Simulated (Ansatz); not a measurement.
This geometry of C2H7NOSi (12 atoms, charge 0, multiplicity 1) is a first-order saddle point.

All numbers below come from RKS PBE0-D4/6-31G* (Ansatz).

```xyz
12
Properties=species:S:1:pos:R:3
C -1.217 -0.127 1.366
O -0.068 0.497 0.823
C 0.646 -0.353 -0.010
N 0.178 -0.529 -1.321
Si 2.023 0.616 -1.036
H -0.949 -1.036 1.925
H -1.943 -0.395 0.587
H -1.671 0.593 2.050
H 0.953 -1.286 0.470
H -0.494 0.219 -1.524
H 1.336 -0.194 -2.210
H 1.282 1.939 -1.085
```

(1) Which two structures does it join? (They come from a converged band through this point; their orientation in space is the band's.)

(2) How far does it lie above each of them?

Results:

(1) Bonds broken: Si5–H11. Bonds formed: N4–H11.

Image 0:

```xyz
12
Properties=species:S:1:pos:R:3
C -1.232 -0.113 1.464
O -0.036 0.436 0.957
C 0.556 -0.376 -0.008
N 0.005 -0.353 -1.369
Si 1.498 0.526 -1.329
H -1.064 -1.118 1.880
H -2.016 -0.183 0.695
H -1.578 0.551 2.259
H 0.759 -1.386 0.366
H -0.945 -0.032 -1.513
H 2.602 -0.012 -2.160
H 1.526 2.005 -1.209
```

Image 6:

```xyz
12
Properties=species:S:1:pos:R:3
C -1.166 -0.230 1.273
O -0.078 0.578 0.873
C 0.834 -0.075 0.074
N 0.400 -0.162 -1.366
Si 2.146 0.787 -1.034
H -0.822 -1.116 1.827
H -1.766 -0.566 0.414
H -1.795 0.379 1.926
H 1.059 -1.089 0.430
H -0.397 0.429 -1.573
H 0.311 -1.081 -1.787
H 1.352 2.091 -1.023
```

(2) 1.86 eV above the first and 1.62 eV above the second. This is the barrier of this one path; another mechanism may lie lower. The orbitals stay closed-shell, which can raise the energy where a bond breaks towards radicals; this wasn't checked here.

The run took 2.6 min on 2 threads of Arm Neoverse V2, with other jobs on the host, peak memory 0.2 GiB.
